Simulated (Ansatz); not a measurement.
A series at Si: from `[SiH3][SiH]([SiH3])[SiH3]`, ligands are replaced one by one, each step taking up H–F and setting free SiH₄; n counts the steps. Ansatz, PBE0-D4/def2-TZVP geometries.

```
n                     molecule  HOMO energy, ωB97M-V/def2-TZVPP (eV)
0  `[SiH3][SiH]([SiH3])[SiH3]`                                 -9.98
1       `F[SiH]([SiH3])[SiH3]`                                 -9.89
2            `F[SiH](F)[SiH3]`                                -10.66
3                 `F[SiH](F)F`                                     ?
```

Q: By hand: fit a straight line y = ȳ + b (n − n̄) to the 3 given rows and predict n = 3.

A: n̄ = 1.000, ȳ = -10.177; Σ(n − n̄)(y − ȳ) = -0.680, Σ(n − n̄)² = 2.000, so b = -0.340 eV a step. Prediction: -10.177 + (-0.340) × (2.000) = -10.86 eV.

Q: By hand: compare with the computed value, -13.56 eV, and give the steps along the whole series.

A: The line misses by -2.70 eV (computed minus predicted). Steps: 0.09, -0.77, -2.90 eV.

The steps change sign along the series, so a line is a poor guide. The highest orbital can change its character along such a series. The miss is 73.6 % of the series' range.
